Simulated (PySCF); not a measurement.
C$_{6}$H$_{14}$Te, charge -1, doublet, at the geometry of the source list (a state made from the parent by changing its charge; the spin is typed, not shown lowest) (all electrons, no relativity) (in this run its highest filled SCF level lies above zero, so its values depend strongly on the basis, on diffuse functions most of all); PBE0/3-21G in PySCF.

PySCF was given this input:
```python
from pyscf import gto, scf, dft

mol = gto.M(
    atom='''
C     2.04190000    1.08340000    0.36240000
C     1.56720000   -0.35550000    0.29590000
C     2.73190000   -1.31130000    0.11790000
Te    0.10440000   -0.66100000   -1.32000000
C    -1.60910000   -0.05630000   -0.07860000
C    -1.93160000    1.41670000   -0.24290000
C    -2.81450000   -0.92030000   -0.39800000
H     2.56890000    1.35590000   -0.54930000
H     2.72300000    1.21510000    1.20290000
H     1.20730000    1.76640000    0.49690000
H     1.03350000   -0.60130000    1.21560000
H     2.40110000   -2.34420000    0.19510000
H     3.48590000   -1.13510000    0.88490000
H     3.19960000   -1.17140000   -0.85430000
H    -1.29010000   -0.24610000    0.94740000
H    -1.07310000    2.03840000    0.00230000
H    -2.23110000    1.63130000   -1.26640000
H    -2.75180000    1.69740000    0.41820000
H    -2.58130000   -1.97550000   -0.27660000
H    -3.14280000   -0.75580000   -1.42220000
H    -3.63950000   -0.67090000    0.26900000
''',
    basis='3-21g',
    charge=-1,
    spin=1,
    verbose=4,
)

mf = dft.UKS(mol)
mf.xc = 'pbe0'
mf.kernel()
```

Task: Predict the main parts of the log of this PySCF run.

Result: 
```
PySCF version 2.14.0

[INPUT] verbose = 4
[INPUT] num. atoms = 21
[INPUT] num. electrons = 103
[INPUT] charge = -1
[INPUT] spin (= nelec alpha-beta = 2S) = 1
[INPUT] symmetry False subgroup None
[INPUT] Mole.unit = angstrom
[INPUT] Symbol           X                Y                Z      unit          X                Y                Z       unit  Magmom
[INPUT]  1 C      2.041900000000   1.083400000000   0.362400000000 AA    3.858631773749   2.047329283354   0.684836747542 Bohr   0.0
[INPUT]  2 C      1.567200000000  -0.355500000000   0.295900000000 AA    2.961578782418  -0.671797637283   0.559169960259 Bohr   0.0
[INPUT]  3 C      2.731900000000  -1.311300000000   0.117900000000 AA    5.162542799699  -2.477997867142   0.222798710086 Bohr   0.0
[INPUT]  4 Te     0.104400000000  -0.661000000000  -1.320000000000 AA    0.197287407405  -1.249108968338  -2.494438484426 Bohr   0.0
[INPUT]  5 C     -1.609100000000  -0.056300000000  -0.078600000000 AA   -3.040758307038  -0.106391580813  -0.148532473391 Bohr   0.0
[INPUT]  6 C     -1.931600000000   1.416700000000  -0.242900000000 AA   -3.650194982210   2.677175000671  -0.459014475657 Bohr   0.0
[INPUT]  7 C     -2.814500000000  -0.920300000000  -0.398000000000 AA   -5.318634177588  -1.739114952437  -0.752110997577 Bohr   0.0
[INPUT]  8 H      2.568900000000   1.355900000000  -0.549300000000 AA    4.854517441395   2.562279652298  -1.038026560224 Bohr   0.0
[INPUT]  9 H      2.723000000000   1.215100000000   1.202900000000 AA    5.145724237191   2.296206213959   2.273151555239 Bohr   0.0
[INPUT] 10 H      1.207300000000   1.766400000000   0.496900000000 AA    2.281466350187   3.338012226432   0.939004911296 Bohr   0.0
[INPUT] 11 H      1.033500000000  -0.601300000000   1.215600000000 AA    1.953031949738  -1.136292318701   2.297151077021 Bohr   0.0
[INPUT] 12 H      2.401100000000  -2.344200000000   0.195100000000 AA    4.537421397693  -4.429895981205   0.368685566903 Bohr   0.0
[INPUT] 13 H      3.485900000000  -1.135100000000   0.884900000000 AA    6.587396297621  -2.145028123994   1.672218647628 Bohr   0.0
[INPUT] 14 H      3.199600000000  -1.171400000000  -0.854300000000 AA    6.046367708158  -2.213625182316  -1.614393028216 Bohr   0.0
[INPUT] 15 H     -1.290100000000  -0.246100000000   0.947400000000 AA   -2.437935673301  -0.465061599255   1.790326530413 Bohr   0.0
[INPUT] 16 H     -1.073100000000   2.038400000000   0.002300000000 AA   -2.027865104271   3.852017732313   0.004346370086 Bohr   0.0
[INPUT] 17 H     -2.231100000000   1.631300000000  -1.266400000000 AA   -4.216167956517   3.082710227003  -2.393149164149 Bohr   0.0
[INPUT] 18 H     -2.751800000000   1.697400000000   0.418200000000 AA   -5.200148349578   3.207621123837   0.790283465293 Bohr   0.0
[INPUT] 19 H     -2.581300000000  -1.975500000000  -0.276600000000 AA   -4.877950045340  -3.733153959078  -0.522698246055 Bohr   0.0
[INPUT] 20 H     -3.142800000000  -0.755800000000  -1.422200000000 AA   -5.939031264283  -1.428255004946  -2.687568494356 Bohr   0.0
[INPUT] 21 H     -3.639500000000  -0.670900000000   0.269000000000 AA   -6.877658230355  -1.267817256971   0.508336327508 Bohr   0.0

nuclear repulsion = 704.245990603326
number of shells = 71
number of NR pGTOs = 213
number of NR cGTOs = 113
basis = 3-21g
ecp = {}

******** <class 'pyscf.dft.uks.UKS'> ********
method = UKS
initial guess = minao
damping factor = 0
level_shift factor = 0
DIIS = <class 'pyscf.scf.diis.CDIIS'>
diis_start_cycle = 1
diis_space = 8
diis_damp = 0
SCF conv_tol = 1e-09
SCF conv_tol_grad = None
SCF max_cycles = 50
direct_scf = True
direct_scf_tol = 1e-13
number electrons alpha = 52  beta = 51
XC library pyscf.dft.libxc version 7.1.2
    S. Lehtola, C. Steigemann, M. J. T. Oliveira, and M. A. L. Marques,  SoftwareX 7, 1–5 (2018)
XC functionals = pbe0
    C. Adamo and V. Barone,  J. Chem. Phys. 110, 6158 (1999)
    M. Ernzerhof and G. E. Scuseria,  J. Chem. Phys. 110, 5029 (1999)
radial grids:
    Treutler-Ahlrichs [JCP 102, 346 (1995); DOI:10.1063/1.469408] (M4) radial grids

becke partition: Becke, JCP 88, 2547 (1988); DOI:10.1063/1.454033
pruning grids: <function nwchem_prune>
grids dens level: 3
symmetrized grids: False
atomic radii adjust function: <function treutler_atomic_radii_adjust>
small_rho_cutoff = 0
Set gradient conv threshold to 3.16228e-05
tot grids = 243984
init E= -6804.91858290719

cycle= 1 E= -6820.29285254637  delta_E= -15.4  |g|= 0.386  |ddm|= 3.48
cycle= 2 E= -6820.31341238468  delta_E= -0.0206  |g|= 0.37  |ddm|= 1.81
cycle= 3 E= -6820.39585749833  delta_E= -0.0824  |g|= 0.0398  |ddm|= 0.842
cycle= 4 E= -6820.39670713366  delta_E= -0.00085  |g|= 0.0153  |ddm|= 0.126
cycle= 5 E= -6820.39686071511  delta_E= -0.000154  |g|= 0.00272  |ddm|= 0.0312
cycle= 6 E= -6820.39686501085  delta_E= -4.3e-06  |g|= 0.000702  |ddm|= 0.00605
cycle= 7 E= -6820.39686541614  delta_E= -4.05e-07  |g|= 0.000368  |ddm|= 0.00411
cycle= 8 E= -6820.39686549969  delta_E= -8.35e-08  |g|= 0.000181  |ddm|= 0.00123
cycle= 9 E= -6820.39686552638  delta_E= -2.67e-08  |g|= 5.09e-05  |ddm|= 0.000718
cycle= 10 E= -6820.39686552977  delta_E= -3.39e-09  |g|= 1.3e-05  |ddm|= 0.000228
cycle= 11 E= -6820.39686553005  delta_E= -2.81e-10  |g|= 4.24e-06  |ddm|= 0.000111
Extra cycle  E= -6820.39686553007  delta_E= -1.91e-11  |g|= 3.61e-06  |ddm|= 3.38e-05
converged SCF energy = -6820.39686553007  <S^2> = 0.75253923  2S+1 = 2.0025376
```
